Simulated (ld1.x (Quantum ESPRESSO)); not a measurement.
# Before and after: TM semilocal potential for I

```
Element                 : iodine (I)
Generator               : ld1.x (Quantum ESPRESSO) 7.5
Type                    : norm-conserving Troullier–Martins (semilocal form)
Functional              : PW91
Relativity              : scalar-relativistic
Frozen core             : [Kr]
Valence charge          : 17
Reference configuration : 4d10 5s2 5p4 (charge +1)
Partial waves           : 5s (bound): rc 1.25 bohr; 4d (bound): rc 1.25 bohr; 5p (bound): rc 1.85 bohr
Local potential         : the p channel
Core correction         : none
```

Change: reference 4d10 5s2 5p5.

Cutoffs: the cutoffs (Ry, on a coarse ladder) from which the occupation-weighted sum of valence levels, in a spherical-Bessel basis at the reference potential, stays within 10 and 1 mRy of its value at 400 Ry; they do not see the model core or the augmentation charge, which bear on the density cutoff. Errors are all-electron minus pseudo energies relative to the spin-unpolarised reference configuration.

Q: What does the change do?

A: The potential gets neither clearly harder nor softer (140 Ry and 230 Ry → 140 Ry and 230 Ry); the s channel sets the loose cutoff, while the largest relative change is in p, which becomes softer; neither file shows a bound ghost. A semilocal file is local in each channel, so a ghost entry of none says nothing of the separable form that plane-wave codes build from it.

| quantity | base | changed |
| --- | --- | --- |
| cutoff, loose | 140 Ry | 140 Ry |
| cutoff, tight | 230 Ry | 230 Ry |
| loose cutoff by channel (10 mRy a level) | s 110 Ry, d 100 Ry, p 15 Ry | s 110 Ry, d 100 Ry, p 12 Ry |
| bound ghosts | none | none |
| largest error over its own tests, meV | +87 | +167 |
| s: phases at 2.01 bohr within 0.05 rad from the reference energy up to (Ry; the scan ends near 5) | -0.9 | -0.3 |
| p: phases at 2.01 bohr within 0.05 rad from the reference energy up to (Ry; the scan ends near 5) | 4.1 | 4.7 |
| d: phases at 2.01 bohr within 0.05 rad from the reference energy up to (Ry; the scan ends near 5) | to the end of the scan | to the end of the scan |
